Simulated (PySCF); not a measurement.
ZnCl, SMILES [Cl][Zn+], charge +1. Atoms are numbered in the order given.

```xyz
2

Zn     0.0000     0.0000    -0.7477
Cl     0.0000     0.0000     1.3195
```
Charge +1, spin multiplicity 1.

Geometry optimised at PBE-D3(BJ)/def2-TZVP. The multiplicity is an assumed one; other spin states were not compared.

All values below come from PBE-D3(BJ)/def2-TZVP run with PySCF 2.14.0.

Frequencies are harmonic and unscaled.

**Question.** Estimate the vibrational spectrum. (The exact figures need the calculation; the answer reports its results.)

**Answer.** 
```tsv
mode	ν (cm⁻¹)	IR (km/mol)	moving atoms (share of kinetic energy)
1	438	6.5	Cl 65 %, Zn 35 %
```
